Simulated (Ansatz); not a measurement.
B₂H₄Cl₂⁺, that is diborane 1,1-di Cl with one electron fewer, relaxed as a doublet with UKS PBE0-D4/def2-SVP in Ansatz, starting from the PBE0-D4/def2-SVP geometry of the neutral singlet. Force threshold 0.02 eV/Å.

Start:

```csv
atom,x (Å),y (Å),z (Å)
B1,-0.2659,-0.6533,0.4059
Cl2,-0.6619,-2.1440,-0.4570
Cl3,-0.4555,-0.6006,2.1623
H4,0.9821,-0.2187,0.0513
B5,0.3136,0.7700,-0.4784
H6,0.5677,1.7564,0.1573
H7,0.4237,0.6795,-1.6706
H8,-0.9037,0.4107,-0.1709
```

Problem. Estimate the energy that the relaxation releases and the steps that it takes.

Solution. 34.5 kJ/mol, in 7 steps; 36 s on 4 threads of Intel Xeon on a shared host. No frequencies were taken in this run, so the end may be a saddle point.

Problem. Does the start keep its bonding and symmetry?

Solution. By distances, no bond broke or formed. The bond that changes most is B1–H4, from 1.37 to 1.31 Å (atoms count from 1). Point group C2v at the start, C2v at the end, both within 0.05 Å.

Problem. Predict the relaxed structure.

Solution. 
```xyz
8

B    -0.2222   -0.5458    0.3391
Cl   -0.7090   -2.1943   -0.1990
Cl   -0.5288   -0.8465    2.0883
H     1.0053   -0.2107    0.0449
B     0.3430    0.8426   -0.5235
H     0.5866    1.8069    0.1408
H     0.4408    0.7171   -1.7089
H    -0.9158    0.4306   -0.1816
```
Bond lengths: 2 × B–Cl 1.80 Å; 1 × B–B 1.73 Å; 6 × B–H 1.20 to 1.37 Å.
